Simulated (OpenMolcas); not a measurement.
Multiplet structure of Tl

```yaml
Program: OpenMolcas 26.06
Method: RASSCF
Basis: ANO-RCC-VQZP [9s8p6d4f3g]
Scalar_Hamiltonian: DKH2, point nucleus
Active_space: 1 electron in 9 orbitals (RAS2 6p; RAS3 6d 7s, at most 1 electron)
State_averaging: 2S+1 = 2 odd, 3 roots; 2S+1 = 2 even, 6 roots
Spin-orbit_coupling: RASSI with atomic mean-field integrals over the reference wave functions, term energies averaged over their components
```

With spin-orbit coupling, above the lowest level:

| Configuration | Term | J | E (cm⁻¹) | Measured (cm⁻¹) | g | Term weight % |
| --- | --- | --- | --- | --- | --- | --- |
| 6s² 6p | ²P° | 1/2 | 0.0 | 0.0 | 0.666 | 100 |
| 6s² 6p | ²P° | 3/2 | 6437 | 7793 | 1.334 | 100 |
| 6s² 7s | ²S | 1/2 | 42841 | 26478 | 2.002 | 100 |
| 6s² 6d | ²D | 3/2 | 44452 | 36118 | 0.800 | 100 |
| 6s² 6d | ²D | 5/2 | 45132 | 36200 | 1.200 | 100 |

Against the 4 measured excited levels shown (NIST Handbook of Basic Atomic Spectroscopic Data) the mean absolute deviation is 8700 cm-1; the largest miss in energy is 6s² 7s ²S_1/2: computed 42841, measured 26478 cm⁻¹ (+61.8 %).

Spin-orbit coupling puts the lowest level 4291 cm⁻¹ below the lowest spin-free term.

ANO sets are built for valence states and can reach diffuse excited orbitals poorly, and with the s shell closed the s pⁿ⁺¹ terms that mix with these levels are absent. Spin-orbit splittings of 6p shells tend to come out small when the coupling is added on scalar orbitals. With one active electron the reference holds no correlation, so core polarisation is missing. Measured partners are found by configuration, term and J. A level has none where our copy of the source lacks it or the pairing is in doubt (some pairs that miss far off the trend of their configuration count as doubtful), and it then counts in no deviation. Levels of configurations outside the active space are missing.

The term weight is that of the spin-free term in the level, not the purity of its configuration. ° marks odd parity.
